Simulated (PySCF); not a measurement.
C2H8FNSi2, SMILES [Si@@H]([SiH2]F)(C=C)N. Atoms are numbered in the order given.

```xyz
14

C     -2.5260    -0.8531     0.0795
C     -1.6139    -0.4587     0.9795
Si    -0.2618     0.7686     0.5700
N     -0.7483     1.6601    -0.8414
Si     1.7483    -0.3247     0.0356
F      1.4804    -1.3859    -1.1834
H     -2.5196    -0.4584    -0.9425
H     -3.3095    -1.5803     0.3210
H     -1.6530    -0.8855     1.9906
H      0.0150     1.5772     1.8074
H     -1.6180     2.1866    -0.8231
H     -0.0565     2.1319    -1.4152
H      2.8023     0.6273    -0.4309
H      2.2828    -1.0903     1.2004
```

Geometry: B3LYP-D3(BJ)/def2-SVP. The structure was generated by enumeration; whether it is a known compound was not checked. Other conformers were not sampled.

Calculation: PySCF with KT2/pcSseg-1.

GIAO shieldings, no solvent; atoms listed in one row are averaged. δ = σ(ref) − σ: ¹³C against TMS (σ = 185.1 ppm); ²⁹Si against TMS (σ = 361.9 ppm); ¹⁵N against NH3 (σ = 266.2 ppm); ¹⁹F against CFCl3 (σ = 127.1 ppm); ¹H against TMS (σ = 31.47 ppm), references at their B3LYP-D3(BJ)/def2-TZVP geometries, non-relativistic.

Task: Estimate the chemical shifts. (Estimate from the structure and the level; the computed values follow.)

Result: 
```json
[
 {"nucleus": "¹³C", "atoms": "C1", "count": "1", "δ (ppm)": "137.7"},
 {"nucleus": "¹³C", "atoms": "C2", "count": "1", "δ (ppm)": "131.4"},
 {"nucleus": "²⁹Si", "atoms": "Si5", "count": "1", "δ (ppm)": "4.9"},
 {"nucleus": "²⁹Si", "atoms": "Si3", "count": "1", "δ (ppm)": "-36.0"},
 {"nucleus": "¹⁵N", "atoms": "N4", "count": "1", "δ (ppm)": "6.2"},
 {"nucleus": "¹⁹F", "atoms": "F6", "count": "1", "δ (ppm)": "-304.6"},
 {"nucleus": "¹H", "atoms": "H7", "count": "1", "δ (ppm)": "6.85"},
 {"nucleus": "¹H", "atoms": "H8", "count": "1", "δ (ppm)": "6.71"},
 {"nucleus": "¹H", "atoms": "H9", "count": "1", "δ (ppm)": "6.42"},
 {"nucleus": "¹H", "atoms": "H13", "count": "1", "δ (ppm)": "5.99"},
 {"nucleus": "¹H", "atoms": "H14", "count": "1", "δ (ppm)": "5.86"},
 {"nucleus": "¹H", "atoms": "H10", "count": "1", "δ (ppm)": "5.54"},
 {"nucleus": "¹H", "atoms": "H12", "count": "1", "δ (ppm)": "0.49"},
 {"nucleus": "¹H", "atoms": "H11", "count": "1", "δ (ppm)": "0.32"}
]
```
